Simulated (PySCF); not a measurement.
## Property card for `C=C[C@@H]1CC=C1C`

C₇H₁₀.
SMILES with atom numbers: `[CH2:1]=[CH:2][C@@H:3]1[CH2:4][CH:5]=[C:6]1[CH3:7]` (hydrogens: H8, H9 on C1; H10 on C2; H11 on C3; H12, H13 on C4; H14 on C5; H15, H16, H17 on C7)

Cartesian coordinates in Å at the GFN2-xTB level; atoms count from 1:
```
atom  x, y, z in Å
C1     2.2925    1.0428   -0.7448
C2     1.1980    0.3090   -0.8333
C3     0.4824   -0.2831    0.3280
C4     0.1100   -1.7927    0.1937
C5    -1.3217   -1.3369    0.2397
C6    -1.0196   -0.0457    0.3559
C7    -1.7720    1.2259    0.4585
H8     2.7746    1.4575   -1.6139
H9     2.7544    1.2576    0.2054
H10    0.7505    0.1074   -1.7985
H11    0.9929   -0.0390    1.2621
H12    0.4352   -2.4133    1.0277
H13    0.4266   -2.2528   -0.7414
H14   -2.2417   -1.8916    0.1983
H15   -2.8435    1.0384    0.4635
H16   -1.4982    1.7537    1.3722
H17   -1.5275    1.8747   -0.3830
```

Among its groups: C=C double bond and cyclobutene ring.

**GFN2-xTB geometry**

```yaml
Point_group_of_the_GFN2-xTB_geometry: C1
Rotational_constants_A_B_C_of_the_GFN2-xTB_geometry: 4.060, 2.188, 1.550 GHz
```

wB97X-D/def2-SVPD ground state and vertical TDDFT (core frozen in the response) (PySCF):

```yaml
Dipole_moment: 0.42 D
HOMO_energy: -8.72 eV
LUMO_energy: 2.05 eV
HOMO–LUMO_gap: 10.77 eV
Lowest_singlet_excitation: 6.76 eV (183 nm, f = 0.201)
Strongest_line_among_the_8_lowest_singlet_transitions: S5 at 7.51 eV (165 nm, f = 0.265)
Lowest_triplet_excitation_Tamm–Dancoff: 4.50 eV
Static_isotropic_polarisability: 81.9 au
Electronic_spatial_extent_⟨r²⟩_about_the_centre_of_nuclear_charge: 833 bohr²
```

Monoisotopic mass from the formula: 94.0783 u.

No computed singlet falls in the visible range (750 to 380 nm, 1.65 to 3.26 eV); S1 lies 3.50 eV above its blue end. The polarisability is 12.14 Å³ as a volume (1 au = 0.148185 Å³), or 1.57 au for each of the 52 electrons. With B = h/(8π²I), that is 505.379 GHz u Å² over I, the principal moments of inertia are 124.5, 231.0 and 326.0 u Å² (most abundant isotopes). The principal polarisabilities are 64.3, 80.9 and 100.5 au; their mean is the isotropic value. The 8 singlets span 6.76 to 7.88 eV, and their oscillator strengths add up to 0.87. S1 lies 4.01 eV below the HOMO–LUMO gap; its leading configuration is HOMO→LUMO, weight 0.94. A dipole of 0.42 D is allowed in C1, and pure rotational transitions are dipole-allowed.

One conformer (not necessarily the lowest) at the GFN2-xTB geometry, without solvent, vibrations or thermal averaging.
